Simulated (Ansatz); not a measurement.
Geometry optimisation, RKS r2SCANh-D4/def2-SVP in Ansatz.

input.yaml

```yaml
crystal:
  periodic: [false, false, false]
  atoms:
    - { symbol: Al, position_ang: [0.08896, -0.285394, 0.295474] }
    - { symbol: O, position_ang: [0.167789, -0.340808, 2.043615] }
    - { symbol: H, position_ang: [-0.529601, -0.718628, 2.584723] }
    - { symbol: H, position_ang: [1.400354, 0.086581, -0.466153] }
    - { symbol: O, position_ang: [-1.309852, -0.805786, -0.506401] }
    - { symbol: Si, position_ang: [-2.796357, -1.348503, -0.950182] }
    - { symbol: H, position_ang: [-3.093482, -2.651405, -0.280709] }
    - { symbol: H, position_ang: [-3.850782, -0.365628, -0.564609] }
    - { symbol: H, position_ang: [-2.8606, -1.557067, -2.424704] }
    - { symbol: S, position_ang: [-0.255224, 2.962073, 1.410175] }
    - { symbol: H, position_ang: [1.070634, 3.083744, 1.179931] }
    - { symbol: H, position_ang: [-0.053041, 1.85262, 2.207842] }
basis:
  gaussian: { orbitals: def2-SVP }
hamiltonian:
  xc: r2scanh
  dispersion: d4
relax:
  f_tol: 0.03
  max_steps: 50
output:
  orbitals: {}
```

Run as:

```bash
$ ansatz run input.yaml --threads 4 --pin off --max-ram 5120MiB --backend cpu --events-out ev --progress --plain --runs-dir out
```

Task: Where does it end, and by what steps?

Result: It converged. The force dipped under the threshold on the way, but the program's further checks kept it going. After 20 steps the energy has fallen by 0.280 eV; H3 moved furthest, 0.81 Å. Joined: Al1–S10 (3.45 → 2.57 Å).

```csv
step,energy less start (eV),largest force component (eV/Å),accepted
0,0.0000,0.952,yes
1,-0.0909,0.438,yes
2,-0.1587,0.379,yes
3,-0.2183,0.385,yes
4,-0.2320,0.235,yes
5,-0.2638,0.150,yes
6,-0.2684,0.088,yes
7,-0.2359,1.548,no
8,-0.2717,0.072,yes
9,-0.2748,0.055,yes
10,-0.2749,0.172,yes
11,-0.2763,0.201,yes
12,-0.2724,0.194,no
13,-0.2778,0.040,yes
14,-0.2789,0.025,yes
15,-0.2755,0.555,no
16,-0.2794,0.014,yes
17,-0.2794,0.146,yes
18,-0.2795,0.078,yes
19,-0.2794,0.087,no
20,-0.2799,0.016,yes
```

```xyz
12
Properties=species:S:1:pos:R:3
Al 0.071 -0.089 0.499
O 0.203 -0.274 2.214
H 0.178 -1.110 2.681
H 1.383 0.053 -0.371
O -1.337 -0.691 -0.262
Si -2.759 -1.162 -0.914
H -3.236 -2.436 -0.296
H -3.814 -0.125 -0.698
H -2.630 -1.385 -2.385
S -0.489 2.381 0.938
H 0.799 2.784 0.899
H -0.391 1.964 2.223
```

Whether the end is a true minimum wasn't checked by a vibrational analysis.

Time of the run: 71 s on 4 threads of Arm Neoverse V2, on a shared host, peak memory 0.31 GiB.
